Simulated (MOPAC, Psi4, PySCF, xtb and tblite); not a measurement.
Relaxed torsion scan: SMILES COc1ccc(C(=O)O)s1, singlet. Scanned: dihedral C1–O2–C3–S10; all other coordinates were relaxed at GFN2-xTB. Points at φ and −φ are mirror images.

Atom numbering (GFN2-xTB optimised geometry, Å):
```
16

C      2.8248     1.1244     0.5147
O      2.4277    -0.1616     0.0937
C      1.1179    -0.3823    -0.0409
C      0.5630    -1.5739    -0.4395
C     -0.8332    -1.5190    -0.4925
C     -1.3462    -0.2966    -0.1380
C     -2.7398     0.0899    -0.0875
O     -3.6688    -0.6336    -0.3586
O     -2.9102     1.3701     0.3016
S     -0.0860     0.8266     0.2747
H      2.4102     1.3587     1.5001
H      2.4969     1.8878    -0.1976
H      3.9113     1.1052     0.5643
H      1.1537    -2.4377    -0.6786
H     -1.4656    -2.3392    -0.7794
H     -3.8556     1.5814     0.3200
```

Computed with: RKS-B3LYP/6-31G* = restricted B3LYP/6-31G*, spherical d, density fitting // GFN2-xTB (PySCF); RKS-B3LYP/LANL2DZ = restricted B3LYP/LANL2DZ, with its core potentials past Ne // GFN2-xTB run with PySCF; PM7, restricted, heats of formation // GFN2-xTB (MOPAC); GFN2-xTB (xtb and tblite); PM3, restricted, heats of formation // GFN2-xTB (MOPAC); PBE-D3(BJ)/def2-SVP // GFN2-xTB (Psi4).

Energies in kcal/mol, each method relative to its own lowest point.

```json
[
 {"φ / °": "-165", "RKS-B3LYP/6-31G*": "0.3", "RKS-B3LYP/LANL2DZ": "0.3", "PM7": "0.3", "GFN2-xTB": "2.1", "PM3": "0.2", "PBE-D3(BJ)/def2-SVP": "0.6"},
 {"φ / °": "-150", "RKS-B3LYP/6-31G*": "1.1", "RKS-B3LYP/LANL2DZ": "1.1", "PM7": "1.1", "GFN2-xTB": "2.8", "PM3": "0.7", "PBE-D3(BJ)/def2-SVP": "1.5"},
 {"φ / °": "-135", "RKS-B3LYP/6-31G*": "2.0", "RKS-B3LYP/LANL2DZ": "2.1", "PM7": "2.0", "GFN2-xTB": "3.8", "PM3": "1.3", "PBE-D3(BJ)/def2-SVP": "2.6"},
 {"φ / °": "-120", "RKS-B3LYP/6-31G*": "2.6", "RKS-B3LYP/LANL2DZ": "2.8", "PM7": "2.9", "GFN2-xTB": "4.6", "PM3": "1.6", "PBE-D3(BJ)/def2-SVP": "3.4"},
 {"φ / °": "-105", "RKS-B3LYP/6-31G*": "2.8", "RKS-B3LYP/LANL2DZ": "3.1", "PM7": "3.5", "GFN2-xTB": "5.0", "PM3": "2.0", "PBE-D3(BJ)/def2-SVP": "3.6"},
 {"φ / °": "-90", "RKS-B3LYP/6-31G*": "2.8", "RKS-B3LYP/LANL2DZ": "3.1", "PM7": "3.9", "GFN2-xTB": "4.9", "PM3": "2.4", "PBE-D3(BJ)/def2-SVP": "3.6"},
 {"φ / °": "-75", "RKS-B3LYP/6-31G*": "2.6", "RKS-B3LYP/LANL2DZ": "2.9", "PM7": "4.0", "GFN2-xTB": "4.2", "PM3": "2.6", "PBE-D3(BJ)/def2-SVP": "3.3"},
 {"φ / °": "-60", "RKS-B3LYP/6-31G*": "2.3", "RKS-B3LYP/LANL2DZ": "2.5", "PM7": "3.9", "GFN2-xTB": "3.3", "PM3": "2.8", "PBE-D3(BJ)/def2-SVP": "2.7"},
 {"φ / °": "-45", "RKS-B3LYP/6-31G*": "1.8", "RKS-B3LYP/LANL2DZ": "2.1", "PM7": "3.7", "GFN2-xTB": "2.1", "PM3": "2.9", "PBE-D3(BJ)/def2-SVP": "1.8"},
 {"φ / °": "-30", "RKS-B3LYP/6-31G*": "1.3", "RKS-B3LYP/LANL2DZ": "1.7", "PM7": "3.5", "GFN2-xTB": "1.1", "PM3": "3.1", "PBE-D3(BJ)/def2-SVP": "0.9"},
 {"φ / °": "-15", "RKS-B3LYP/6-31G*": "0.9", "RKS-B3LYP/LANL2DZ": "1.5", "PM7": "3.4", "GFN2-xTB": "0.3", "PM3": "3.2", "PBE-D3(BJ)/def2-SVP": "0.2"},
 {"φ / °": "0", "RKS-B3LYP/6-31G*": "0.7", "RKS-B3LYP/LANL2DZ": "1.4", "PM7": "3.5", "GFN2-xTB": "0.0", "PM3": "3.3", "PBE-D3(BJ)/def2-SVP": "0.0"},
 {"φ / °": "15", "RKS-B3LYP/6-31G*": "0.9", "RKS-B3LYP/LANL2DZ": "1.5", "PM7": "3.4", "GFN2-xTB": "0.3", "PM3": "3.2", "PBE-D3(BJ)/def2-SVP": "0.2"},
 {"φ / °": "30", "RKS-B3LYP/6-31G*": "1.3", "RKS-B3LYP/LANL2DZ": "1.7", "PM7": "3.5", "GFN2-xTB": "1.1", "PM3": "3.1", "PBE-D3(BJ)/def2-SVP": "0.9"},
 {"φ / °": "45", "RKS-B3LYP/6-31G*": "1.8", "RKS-B3LYP/LANL2DZ": "2.1", "PM7": "3.7", "GFN2-xTB": "2.1", "PM3": "2.9", "PBE-D3(BJ)/def2-SVP": "1.8"},
 {"φ / °": "60", "RKS-B3LYP/6-31G*": "2.3", "RKS-B3LYP/LANL2DZ": "2.5", "PM7": "3.9", "GFN2-xTB": "3.3", "PM3": "2.8", "PBE-D3(BJ)/def2-SVP": "2.7"},
 {"φ / °": "75", "RKS-B3LYP/6-31G*": "2.6", "RKS-B3LYP/LANL2DZ": "2.9", "PM7": "4.0", "GFN2-xTB": "4.2", "PM3": "2.6", "PBE-D3(BJ)/def2-SVP": "3.3"},
 {"φ / °": "90", "RKS-B3LYP/6-31G*": "2.8", "RKS-B3LYP/LANL2DZ": "3.1", "PM7": "3.9", "GFN2-xTB": "4.9", "PM3": "2.4", "PBE-D3(BJ)/def2-SVP": "3.6"},
 {"φ / °": "105", "RKS-B3LYP/6-31G*": "2.8", "RKS-B3LYP/LANL2DZ": "3.1", "PM7": "3.5", "GFN2-xTB": "5.0", "PM3": "2.0", "PBE-D3(BJ)/def2-SVP": "3.6"},
 {"φ / °": "120", "RKS-B3LYP/6-31G*": "2.6", "RKS-B3LYP/LANL2DZ": "2.8", "PM7": "2.9", "GFN2-xTB": "4.6", "PM3": "1.6", "PBE-D3(BJ)/def2-SVP": "3.4"},
 {"φ / °": "135", "RKS-B3LYP/6-31G*": "2.0", "RKS-B3LYP/LANL2DZ": "2.1", "PM7": "2.0", "GFN2-xTB": "3.8", "PM3": "1.3", "PBE-D3(BJ)/def2-SVP": "2.6"},
 {"φ / °": "150", "RKS-B3LYP/6-31G*": "1.1", "RKS-B3LYP/LANL2DZ": "1.1", "PM7": "1.1", "GFN2-xTB": "2.8", "PM3": "0.7", "PBE-D3(BJ)/def2-SVP": "1.5"},
 {"φ / °": "165", "RKS-B3LYP/6-31G*": "0.3", "RKS-B3LYP/LANL2DZ": "0.3", "PM7": "0.3", "GFN2-xTB": "2.1", "PM3": "0.2", "PBE-D3(BJ)/def2-SVP": "0.6"},
 {"φ / °": "180", "RKS-B3LYP/6-31G*": "0.0", "RKS-B3LYP/LANL2DZ": "0.0", "PM7": "0.0", "GFN2-xTB": "1.8", "PM3": "0.0", "PBE-D3(BJ)/def2-SVP": "0.3"}
]
```

Root-mean-square difference from the PBE-D3(BJ)/def2-SVP profile, itself a level with limits, after the best constant shift (kcal/mol): RKS-B3LYP/6-31G* 0.5, RKS-B3LYP/LANL2DZ 0.6, PM7 1.4, GFN2-xTB 0.5, PM3 1.6.
